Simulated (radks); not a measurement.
Problem. Valence configurations of Dy II (all share [Xe]). All-electron calculation, scalar-relativistic Kohn-Sham, PBEsol, spin-unpolarised, spherical densities, point nucleus. Program: a radial shooting solver on a logarithmic mesh with Libxc functionals. Order these by energy: 4f9 5d1 6s1; 4f10 5d1; 4f11; 4f10 6p1; 4f9 6s1 6p1; 4f10 6s1; 4f10 6s0.5 6p0.5; 4f8 6s1 6p2; 4f9.5 6s1 6p0.5; 4f10 5d0.5 6p0.5.

Solution. From the lowest, in eV above it: 4f10 6s1 0.000; 4f11 1.664; 4f10 6s0.5 6p0.5 1.722; 4f10 5d1 2.105; 4f10 5d0.5 6p0.5 2.677; 4f9.5 6s1 6p0.5 3.039; 4f10 6p1 3.442; 4f9 5d1 6s1 5.011; 4f9 6s1 6p1 8.099; 4f8 6s1 6p2 25.143. NIST lists [Xe] 4f10 6s1 as the ground configuration; this level of theory agrees among the configurations tried. The energies are those of spherical spin-averaged densities, not of single terms.
